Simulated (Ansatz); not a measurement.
Program: Ansatz. Geometries: PBE0-D4/def2-TZVP. ΔE: electronic, gas phase. CCSD(T)/CBS is the MP2 limit (def2-TZVPP, def2-QZVPP) plus CCSD(T) − MP2 in def2-TZVPP, frozen cores. This one scheme is used for every species. DFT in def2-TZVPP. B3LYP here is the variant with VWN-RPA as its local correlation; programs differ in this. One conformer a species, not always the lowest.

Consider the substitution at a C–O bond: `OCS` + `O[SiH2]O` → `O[SiH2]OCS` + H₂O.

```
             level  ΔE (kJ/mol)  difference from CCSD(T)/CBS
           PBE0-D4        -14.3                          0.7
           ωB97M-V        -12.6                          2.4
            B2PLYP         -8.6                          6.4
               PBE         -8.4                          6.6
            r2SCAN        -11.9                          3.1
              PBE0         -8.0                          7.0
             B3LYP         -4.5                         10.5
     HF/def2-TZVPP         -0.5                         14.5
    MP2/def2-TZVPP        -14.9                          0.1
   CCSD/def2-TZVPP        -10.8                          4.2
CCSD(T)/def2-TZVPP        -13.6                          1.4
     HF/def2-QZVPP         -0.5                         14.5
    MP2/def2-QZVPP        -15.7                         -0.7
SCS-MP2/def2-QZVPP        -12.1                          2.9
      HF/CBS(def2)         -0.5                         14.5
     MP2/CBS(def2)        -16.3                         -1.3
       CCSD(T)/CBS        -15.0                            0
```

Largest T1 diagnostic among the species: 0.012.

In def2-TZVPP, CCSD(T) changes the Hartree–Fock value by −13.1 kJ/mol (the triples alone add −2.8 kJ/mol) and MP2 by −14.4 kJ/mol. The D4 term adds −11.2 kJ/mol with B3LYP and −6.3 kJ/mol with PBE0; it sums over pairs of atoms, weighted by their polarisabilities, and B3LYP, whose exchange is more repulsive, gets the larger term.
